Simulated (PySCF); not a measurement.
Compound: (H2B-mu-PH2)3.
Geometry (PBE0-D3(BJ)/def2-SVP, Å), atoms numbered from 1 in this order:
```xyz
18
B3H12P3 angstrom
B     -1.8769    0.3566   -0.3800
H     -2.3757   -0.4546    0.3805
H     -2.6769    1.0088   -1.0204
P     -0.7596    1.4961    0.7276
B      0.7224    0.6761    1.6784
H      1.4163    1.5138    2.2195
H      0.2212   -0.1357    2.4362
P      1.7426   -0.3650    0.3935
B      0.7759   -1.6251   -0.7258
H      1.5017   -2.1170   -1.5669
H      0.2690   -2.4251    0.0406
P     -0.7049   -0.6683   -1.5420
H     -0.3067    2.6155   -0.0193
H     -1.5842    2.1623    1.6646
H      2.7608   -1.0633    1.0845
H      2.5462    0.4890   -0.4069
H     -0.2379    0.1415   -2.6106
H     -1.4898   -1.5887   -2.2759
```

NICS is the negative of the GIAO shielding at a point without a nucleus: at the ring centre (0) and 1 Å above and below it (1); zz is the component along the ring normal. Level: GIAO KT2/pcSseg-1 (PySCF, non-relativistic, gas phase) on the PBE0-D3(BJ)/def2-SVP geometry, one conformer.

Ring bond lengths (Å): B1–P4 1.943, P4–B5 1.942, B5–P8 1.943, P8–B9 1.943, B9–P12 1.943, P12–B1 1.943.

Q: What do the NICS probes read (ppm)?

A: 
```tsv
ring	type	NICS(0)	NICS(1), two faces	NICS(1)zz, two faces	rms pucker (Å)	centre to ring atoms, mean (Å)
B1–P4–B5–P8–B9–P12	6-membered ring with 3 B and 3 P	-1.5	-2.9 / -0.7	5.2 / 5.9	0.27	1.89
```

Q: What do they say, and how far can they be read as aromaticity?

A: 
- B1–P4–B5–P8–B9–P12: mean NICS(1)zz 5.5 ppm, deshielded. B1, P4, B5, P8, B9, P12 have four or more neighbours, so the value isn't read as a sign of a π ring current.

Q: Give the inner angles of the rings.

A: 
- B1–P4–B5–P8–B9–P12: B1 107.7°, P4 118.0°, B5 107.6°, P8 117.9°, B9 107.6°, P12 117.9°; sum 676.7° against 720° for a flat convex ring.

Q: How shielded are the nuclei of the rings and their hydrogens (means over atoms taken as equivalent)?

A: 
```tsv
atoms	environment	σ isotropic (ppm)
B1 (×3)	boron bonded to 2 P and 2 H	145.4
H2 (×6)	hydrogen on boron	29.44
P4 (×3)	phosphorus bonded to 2 B and 2 H	462.5
H13 (×6)	hydrogen on phosphorus	27.23
```

Q: How do the values depend on the level or the medium?

A: 
| level | NICS(0), B1–P4–B5–P8–B9–P12 | mean NICS(1)zz, B1–P4–B5–P8–B9–P12 |
| --- | --- | --- |
| KT2/pcSseg-1, gas | -1.5 | 5.5 |
| PBE0/pcSseg-1, gas | -1.9 | 5.1 |

The geometry is the same throughout.
